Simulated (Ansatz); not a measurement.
System: C₄H₅N (charge 0, singlet). 
Structure (B3LYP-D3(BJ)/def2-TZVP (Ansatz, an electronic-structure program) minimum search):
SMILES: C(#N)CC=C
```xyz
10

C     -2.1869     0.0014    -0.0997
C     -1.0155     0.1347     0.5022
C      0.1869    -0.7208     0.1919
C      1.3507     0.0760    -0.1935
N      2.2591     0.7158    -0.4883
H     -3.0292     0.6267     0.1648
H     -2.3480    -0.7354    -0.8782
H     -0.8741     0.8865     1.2709
H     -0.0398    -1.4231    -0.6129
H      0.4670    -1.3137     1.0688
```

Basis-set convergence of Hartree-Fock and MP2 correlation energies (hartree) with Ansatz. Correlated levels leave the core frozen unless marked. No spin-orbit coupling. Non-relativistic.

| basis | functions | E(HF) | E(corr, MP2) |
|---|---|---|---|
| aug-cc-pVDZ | 160 | -208.82846 | -0.70459 |
| aug-cc-pVTZ | 345 | ? | ? |

Task: What belongs in the gaps?

Result: 
- aug-cc-pVTZ, E(HF): -208.87728
- aug-cc-pVTZ, E(corr, MP2): -0.84000
